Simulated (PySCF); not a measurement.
From one molecule to another.

First species: C7H14N2Si.
InChI=1S/C7H14N2Si/c1-6-5-7(2)9(8-6)10(3)4/h5,10H,1-4H3

Second species: C6H15NSi2.
InChI=1S/C6H15NSi2/c1-6(2)9-5-8-4-3-7/h6H,4-5,8-9H2,1-2H3

Levels: PBE0/pcSseg-1 for dipole moment, HOMO energy, LUMO energy and HOMO–LUMO gap; GFN2-xTB for rotational constant A and rotational constant C. Geometries: GFN2-xTB. Each species is one conformer at its optimised geometry, gas phase, non-relativistic unless stated. Electronic properties by PySCF.

The conformers computed, where there is a choice (atom-mapped SMILES and torsion angles):
- `[CH3:1][c:2]1[cH:3][c:4]([CH3:5])[n:6]([SiH:7]([CH3:8])[CH3:9])[n:10]1`: C4–N6–Si7–C8 -70°
- `[CH3:1][CH:2]([CH3:3])[SiH2:4][CH2:5][SiH2:6][CH2:7][C:8]#[N:9]`: C1–C2–Si4–C5 63°, C2–Si4–C5–Si6 179°, Si4–C5–Si6–C7 64°, C5–Si6–C7–C8 56°

Which has the higher LUMO energy?

The first: 0.60 eV against 0.38 eV, a difference of 0.22 eV.

Which has the higher dipole moment?

The second: 3.58 D against 1.80 D, a difference of 1.78 D.

Which of the two has the higher HOMO energy, and by how much?

The first: -6.64 eV against -8.09 eV, a difference of 1.45 eV.

Which of the two has the higher rotational constant A, and by how much?

The second: 1.789 GHz against 1.649 GHz, a difference of 0.140 GHz.

Which has the higher HOMO–LUMO gap?

The second: 8.47 eV against 7.24 eV, a difference of 1.23 eV.

Which of the two has the higher rotational constant C, and by how much?

The first: 0.631 GHz against 0.479 GHz, a difference of 0.152 GHz.

On the first: A dipole of 1.80 D is allowed in C1, and pure rotational transitions are dipole-allowed. In atomic units the dipole is 0.71 e·bohr (1 au = 2.5417 D).

On the second: The dipole equals about 11.9 × 10⁻³⁰ C·m (1 D = 3.33564 × 10⁻³⁰ C·m).
